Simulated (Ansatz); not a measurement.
[Au(OH)4]- (AuO₄H₄⁻), relaxed as a singlet with RKS PBE0-D4/def2-SVPD in Ansatz, starting from the GFN2-xTB geometry. Force threshold 0.02 eV/Å.

In the def2 sets Au takes a core potential; there is no spin–orbit coupling.

Start:

```
atom   x (Å)   y (Å)   z (Å)
 Au1  -0.002   0.003  -0.001
  O2   0.350  -0.226  -1.881
  H3   1.226   0.129  -2.034
  O4  -1.741  -0.792  -0.229
  H5  -1.813  -1.013  -1.158
  O6  -0.351   0.229   1.881
  H7  -1.224  -0.132   2.035
  O8   1.739   0.799   0.228
  H9   1.818   1.003   1.160
```

```csv
step,energy (eV),largest force component (eV/Å),SCF passes
1,-11933.2384,1.338,17
2,-11933.4079,0.244,21
3,-11933.4208,0.019,21
```

Force components are those of the run's own axes.

End:

Cartesian coordinates in Å:
```
Au 0.000 0.000 0.000
O 0.356 -0.230 -1.945
H 1.242 0.130 -2.052
O -1.798 -0.821 -0.232
H -1.831 -1.021 -1.173
O -0.356 0.230 1.945
H -1.243 -0.128 2.052
O 1.799 0.820 0.232
H 1.832 1.021 1.173
```

By distances, no bond broke or formed. The bond that changes most is Au1–O4, from 1.93 to 1.99 Å (atoms count from 1).

No frequencies were taken in this run, so the end may be a saddle point.

Hardware: 4 threads of AMD EPYC 9R45 on a shared host. Wall time 2.7 s.
